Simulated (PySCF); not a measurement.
Coordinates in bohr (charge 1 multiplicity 5):
```
Co    0.0000    0.0000   -1.2444
O     1.1876    0.0000    2.2925
O    -1.1876    0.0000    2.2925
```

Method: UPBE0/[Co def2-TZVP, O def2-TZVP], no relativity, density fitting, PySCF.

This geometry of CoO₂⁺ is a stationary point at this level.

Q: What is the point group?

A: C2v.

Q: Is it a minimum?

A: Yes: all harmonic wavenumbers are real.

Q: List the harmonic modes with their infrared intensities.

A: 
```csv
symmetry,ω (cm⁻¹),IR (km/mol)
b2,311,0.7
a1,355,5.7
a1,1373,106
```

Q: Give the atomic charges and bond orders.

A: 
```
atom  Mulliken  Löwdin  polar tensor  spin (Mulliken)  Mayer order to Co1
 Co1      1.01    0.85          0.85             2.33                   –
O2,3     -0.01    0.08          0.07             0.83                0.53
```
Other Mayer orders above 0.3: O–O 1.38.

In C2v the vibrations span b2 + 2a1. Here b1 is antisymmetric to the molecular plane and b2 lies in it.

This need not be the most stable arrangement of these atoms. With open d or f shells other occupations or spin states may lie lower.
